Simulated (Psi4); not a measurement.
H₂B₃Cl₃N₃, doublet, geometry from GFN2-xTB, with bond 10-6 at 1.6 times its length; B3LYP/cc-pVDZ run with Psi4 1.11.

Here is a job for Psi4.
```
memory 2 GB

molecule mol {
0 2
Cl    3.075975   -0.770401   -0.227276
B     1.430843   -0.293692   -0.103885
N     0.961600    0.998372   -0.035859
B    -0.344156    1.421936    0.063361
Cl   -0.878554    3.051854    0.145333
N    -1.333405    0.365860    0.099428
B    -0.959198   -0.995879    0.035769
Cl   -2.158168   -2.240699    0.080480
N     0.412666   -1.321808   -0.065093
H    -2.888164    0.793983    0.215405
H     0.714352   -2.285047   -0.112592
}

set {
  basis cc-pvdz
  reference uks
  scf_type out_of_core
}

energy('b3lyp')
print_variables()
```

Problem. Predict the main parts of the log of this Psi4 run.

Solution. 
```
   => Loading Basis Set <=

    Name: CC-PVDZ
    Role: ORBITAL
    Keyword: BASIS

         ---------------------------------------------------------
                                   SCF
               by Justin Turney, Rob Parrish, Andy Simmonett
                          and Daniel G. A. Smith
                              UKS Reference
         ---------------------------------------------------------

  ==> Geometry <==

    Molecular point group: c1
    Full point group: C1

    Geometry (in Angstrom), charge = 0, multiplicity = 2:

       Center              X                  Y                   Z               Mass
    ------------   -----------------  -----------------  -----------------  -----------------
         CL           3.069613385785    -0.781247940017    -0.227159315429    34.968852682000
         B            1.424481385785    -0.304538940017    -0.103768315429    11.009305360000
         N            0.955238385785     0.987525059983    -0.035742315429    14.003074004430
         B           -0.350517614215     1.411089059983     0.063477684571    11.009305360000
         CL          -0.884915614215     3.041007059983     0.145449684571    34.968852682000
         N           -1.339766614215     0.355013059983     0.099544684571    14.003074004430
         B           -0.965559614215    -1.006725940017     0.035885684571    11.009305360000
         CL          -2.164529614215    -2.251545940017     0.080596684571    34.968852682000
         N            0.406304385785    -1.332654940017    -0.064976315429    14.003074004430
         H           -2.894525614215     0.783136059983     0.215521684571     1.007825032230
         H            0.707990385785    -2.295893940017    -0.112475315429     1.007825032230

  Running in c1 symmetry.

  Rotational constants: A =      0.02851  B =      0.02728  C =      0.01394 [cm^-1]
  Rotational constants: A =    854.58864  B =    817.74504  C =    417.88049 [MHz]
  Nuclear repulsion =  586.068564691557413

  Charge       = 0
  Multiplicity = 2
  Electrons    = 89
  Nalpha       = 45
  Nbeta        = 44

  ==> Algorithm <==

  SCF Algorithm Type is OUT_OF_CORE.
  DIIS enabled.
  MOM disabled.
  Fractional occupation disabled.
  Guess Type is SAD.
  Energy threshold   = 1.00e-06
  Density threshold  = 1.00e-06
  Integral threshold = 1.00e-12

  ==> Primary Basis <==

  Basis Set: CC-PVDZ
    Blend: CC-PVDZ
    Number of shells: 66
    Number of basis functions: 148
    Number of Cartesian functions: 157
    Spherical Harmonics?: true
    Max angular momentum: 2

  ==> DFT Potential <==

   => LibXC <=

    Version 7.1.2
    S. Lehtola, C. Steigemann, M. J. T. Oliveira, and M. A. L. Marques,  SoftwareX 7, 1–5 (2018) (10.1016/j.softx.2017.11.002)

   => Composite Functional: B3LYP <=

    B3LYP Hyb-GGA Exchange-Correlation Functional

    P. J. Stephens, F. J. Devlin, C. F. Chabalowski, and M. J. Frisch,  J. Phys. Chem. 98, 11623 (1994) (10.1021/j100096a001)

    Deriv               =              1
    GGA                 =           TRUE
    Meta                =          FALSE

    Exchange Hybrid     =           TRUE
    MP2 Hybrid          =          FALSE

   => Exchange Functionals <=

    0.0800   Slater exchange
    0.7200         Becke 88

   => Exact (HF) Exchange <=

    0.2000               HF

   => Correlation Functionals <=

    0.1900   Vosko, Wilk & Nusair (VWN5_RPA)
    0.8100   Lee, Yang & Parr

   => LibXC Density Thresholds  <==

    XC_HYB_GGA_XC_B3LYP:  1.00E-15

   => Molecular Quadrature <=

    Radial Scheme          =       TREUTLER
    Pruning Scheme         =           NONE
    Nuclear Scheme         =       TREUTLER

    Blocking Scheme        =         OCTREE
    BS radius alpha        =              1
    Pruning alpha          =              1
    Radial Points          =             75
    Spherical Points       =            302
    Total Points           =         228511
    Total Blocks           =           1734
[...]

  ==> Iterations <==

                        Total Energy        Delta E     RMS |[F,P]|

   @UKS iter SAD: -1620.63643647284562   -1.62064e+03   0.00000e+00
   @UKS iter   1: -1619.71945599231617    9.16980e-01   9.62255e-03 DIIS/ADIIS
   @UKS iter   2: -1615.46405091751376    4.25541e+00   1.91769e-02 DIIS/ADIIS
   @UKS iter   3: -1620.54135216780128   -5.07730e+00   4.89017e-03 DIIS/ADIIS
   @UKS iter   4: -1619.93991540063598    6.01437e-01   8.28905e-03 DIIS/ADIIS
   @UKS iter   5: -1620.82858456464191   -8.88669e-01   2.09217e-03 DIIS/ADIIS
   @UKS iter   6: -1620.86981142963123   -4.12269e-02   1.00718e-03 DIIS/ADIIS
   @UKS iter   7: -1620.87990375328013   -1.00923e-02   5.74850e-04 DIIS/ADIIS
   @UKS iter   8: -1620.88350150274869   -3.59775e-03   2.23402e-04 DIIS/ADIIS
   @UKS iter   9: -1620.88402541083065   -5.23908e-04   7.84187e-05 DIIS
   @UKS iter  10: -1620.88410483168354   -7.94209e-05   2.55600e-05 DIIS
   @UKS iter  11: -1620.88412406829889   -1.92366e-05   1.37040e-05 DIIS
   @UKS iter  12: -1620.88413582073804   -1.17524e-05   8.71371e-06 DIIS
   @UKS iter  13: -1620.88415057149086   -1.47508e-05   4.24970e-06 DIIS
   @UKS iter  14: -1620.88415313263431   -2.56114e-06   1.92611e-06 DIIS
   @UKS iter  15: -1620.88415326878931   -1.36155e-07   5.61757e-07 DIIS
  Energy and wave function converged.

  ==> Post-Iterations <==

   Electrons on quadrature grid:
      Nalpha   =   44.9999963317 ; deviation = -3.668e-06
      Nbeta    =   43.9999920445 ; deviation = -7.956e-06
      Ntotal   =   88.9999883762 ; deviation = -1.162e-05

   @Spin Contamination Metric:   7.998903724E-03
   @S^2 Expected:                7.500000000E-01
   @S^2 Observed:                7.579989037E-01
   @S   Expected:                5.000000000E-01
   @S   Observed:                5.000000000E-01

    Orbital Energies [Eh]
    ---------------------

    Alpha Occupied:

[...]
    Alpha Virtual:

[...]
     148A      3.047866

    Beta Occupied:

[...]
    Beta Virtual:

[...]
    Final Occupation by Irrep:
              A
    DOCC [    44 ]
    SOCC [     1 ]
    NA   [    45 ]
    NB   [    44 ]

  @UKS Final Energy: -1620.88415326878931

   => Energetics <=

    Nuclear Repulsion Energy =            586.0685646915574125
    One-Electron Energy =               -3398.2081524176292078
    Two-Electron Energy =                1286.9240122778196564
    DFT Exchange-Correlation Energy =     -95.6685778205370383
    Empirical Dispersion Energy =           0.0000000000000000
    VV10 Nonlocal Energy =                  0.0000000000000000
    Total Energy =                      -1620.8841532687893050

  UHF NO Occupations:
  HONO-2 :   43  A 1.9991568
  HONO-1 :   44  A 1.9977212
  HONO-0 :   45  A 1.0000000
  LUNO+0 :   46  A 0.0022788
  LUNO+1 :   47  A 0.0008432
  LUNO+2 :   48  A 0.0005508
  LUNO+3 :   49  A 0.0001532

Computation Completed

Properties will be evaluated at   0.000000,   0.000000,   0.000000 [a0]

Properties computed using the SCF density matrix

 Multipole Moments:

 ------------------------------------------------------------------------------------
     Multipole            Electronic (a.u.)      Nuclear  (a.u.)        Total (a.u.)
 ------------------------------------------------------------------------------------

 L = 1.  Multiply by 2.5417464519 to convert [e a0] to [Debye]
 Dipole X            :          1.8097486           -2.1717161           -0.3619675
 Dipole Y            :          1.3553302           -1.5209095           -0.1655794
 Dipole Z            :         -0.0823582            0.1018259            0.0194677
 Magnitude           :                                                    0.3985172

 ------------------------------------------------------------------------------------

  Variable Map:
  ----------------------------------------------------------------------------
[...]
  Array Variable Map:
  ----------------------------------------------------------------------------
[...]
[...]
```
